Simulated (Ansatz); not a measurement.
`[SiH]Br` and `F[Si]Br` differ in one atom or group.

Ansatz, PBE0-D4/def2-TZVP geometries, multiplicity 1. 

Scalar relativity is left out up to krypton.

| property | `[SiH]Br` |
| --- | --- |
| size of the dipole moment (B3LYP/def2-TZVPP) / D | 1.06 |
| HOMO energy (B3LYP/def2-TZVPP) / eV | -6.79 |
| HOMO energy (PBE/def2-TZVPP) / eV | -5.88 |
| ideal-gas entropy at 298 K and 1 bar (rigid rotor, harmonic PBE0-D4/def2-TZVP) / J/(mol·K) | 263 |
| HOMO–LUMO gap (PBE0/def2-TZVPP) / eV | 3.89 |
| LUMO energy (PBE/def2-TZVPP) / eV | -3.88 |

Q: Give the same properties after the change, and the shifts. (An estimate is asked.)

A: The calculation gave: 
```tsv
property	`F[Si]Br`	shift
size of the dipole moment (B3LYP/def2-TZVPP) / D	1.20	0.14
HOMO energy (B3LYP/def2-TZVPP) / eV	-7.64	-0.85
HOMO energy (PBE/def2-TZVPP) / eV	-6.72	-0.84
ideal-gas entropy at 298 K and 1 bar (rigid rotor, harmonic PBE0-D4/def2-TZVP) / J/(mol·K)	287	24
HOMO–LUMO gap (PBE0/def2-TZVPP) / eV	5.17	1.28
LUMO energy (PBE/def2-TZVPP) / eV	-3.43	0.45
```

With PBE0 the HOMO falls by 0.86 eV and the LUMO rises by 0.42 eV, so the gap widens by about 1.28 eV. PBE moves the HOMO by -0.84 eV and ωB97M-V by -0.84 eV. Dipoles are sizes alone; their direction can turn.

B3LYP here is the variant with VWN-RPA as its local correlation; programs differ in this.

Spin–orbit coupling is left out; it splits and shifts lone-pair levels of the heavy atoms by tenths of an eV.
